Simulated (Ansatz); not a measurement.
AsH3 (SMILES [H][As]([H])[H]): methods side by side

AsH3: 4 atoms, total charge 0, spin state singlet. As SMILES, `[H][As]([H])[H]`. Geometry: a GFN2-xTB relaxation, a rough one for these elements and not checked as a minimum.

```xyz
4

As   -0.0044    0.0055    0.6560
H     1.2165   -0.0297   -0.2079
H    -0.5828    1.0611   -0.2323
H    -0.6294   -1.0369   -0.2157
```

Each level gives the energy change with the As1–H2 bond stretched from 1.496 to 2.992 Å (eV). The values are calculated.

```tsv
level	kind	program	value (eV)	less FCI/STO-3G
HF/STO-3G (restricted)	Hartree–Fock	Ansatz	7.58	+3.68
PBE/STO-3G (restricted)	GGA	Ansatz	5.25	+1.35
r2SCAN/STO-3G (restricted)	meta-GGA	Ansatz	5.59	+1.69
r2SCAN0/STO-3G (restricted)	hybrid meta-GGA	Ansatz	6.13	+2.23
wB97X/STO-3G (restricted)	range-separated hybrid	Ansatz	6.55	+2.65
RPA@PBE/STO-3G (restricted)	RPA	Ansatz	4.69	+0.79
MP2/STO-3G (restricted)	perturbation theory	Ansatz	5.49	+1.59
CCSDTQ/STO-3G (restricted)	coupled cluster or CI	Ansatz	3.90	0.00
FCI/STO-3G	exact in the basis	Ansatz	3.90	0.00
```

FCI/STO-3G is exact within its basis and frozen core, so for wave-function methods in that basis the difference is their error; functionals converge differently with the basis, so for them it is only a difference. Spin-restricted single references rise too steeply as a bond breaks, Hartree–Fock most of all. Perturbation and coupled-cluster corrections on them can overshoot downwards. All-electron rows without a relativistic Hamiltonian named are non-relativistic. The first shape isn't each level's own minimum. The values span 3.90 to 7.58 eV. All rows use very small basis sets, so even the best lies far from the true value. In the correlated wave-function rows the outer d shell of As is correlated, in sets not made for it.
